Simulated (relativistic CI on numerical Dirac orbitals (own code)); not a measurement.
**Ti4+ in a cubic cluster: 2p photoemission with charge transfer**

Computed with a charge-transfer multiplet model of a cubic metal-ligand cluster with up to 2 ligand holes, Slater and spin-orbit integrals from Dirac-Coulomb-Breit ions, Slater integrals scaled by 0.7. The ground state mixes d0 with configurations of k ligand holes L, whose averages lie at kΔ + k(k − 1)U_dd/2; a core hole lowers each added d electron by U_cd. 300 K, Lorentzian 0.6 eV and Gaussian 0.8 eV FWHM.

Atomic integrals in eV (Slater integrals scaled, ζ unscaled), ground: F2dd 5.756, F4dd 3.579, zeta_d 0.013; with the core hole: F2dd 5.756, F4dd 3.579, zeta_d 0.032, zeta_core 3.740, F2cd 4.433, G1cd 3.312, G3cd 1.881. Where a configuration has fewer than two d electrons, the dd integrals are those of d2.

Cluster parameters (eV): U_dd = 4.8, U_cd = 5.7, 10Dq = 1.95, 10Dq(ligand) = 0.2, V(eg) = 1.35, V(t2g) = -0.7, final-state hopping factor = 0.9.

```csv
Case,n_d,d0,d1L,d2L2,S
Δ = -2.9 eV,1.19,0.10,0.61,0.29,0.00
Δ = 0.1 eV,0.80,0.32,0.57,0.12,0.00
Δ = 1.1 eV,0.65,0.42,0.50,0.08,0.00
```

Weights, n_d and S are thermal averages at 300 K. Binding energies count from the first peak over 30 % of the highest in each spectrum, which can be another peak from case to case. The parameters are a model scan and need not match a compound or its usual spin state. Peaks in eV (height, largest 100):
- Δ = -2.9 eV: 0.0 (100), 6.1 (59), 7.4 (40), 13.6 (11), 16.0 (6)
- Δ = 0.1 eV: 0.0 (100), 6.1 (60), 12.6 (16), 14.8 (7)
- Δ = 1.1 eV: 0.0 (100), 6.1 (61), 11.5 (10), 12.7 (13), 14.7 (6)

A d0 ion has no d-d gap: its lowest excitations are ligand-to-metal charge transfer. With the core hole the configuration with one ligand hole lies at Δ − U_cd = -8.6, -5.6, -4.6 eV from the one without, in the order of the table; where this is negative the screened configuration lies lower.

With at most 2 ligand holes the space is cut while the next configuration still counts, so covalency is underestimated, and a final configuration with one more ligand hole, which can lie low, is missing from the spectra.
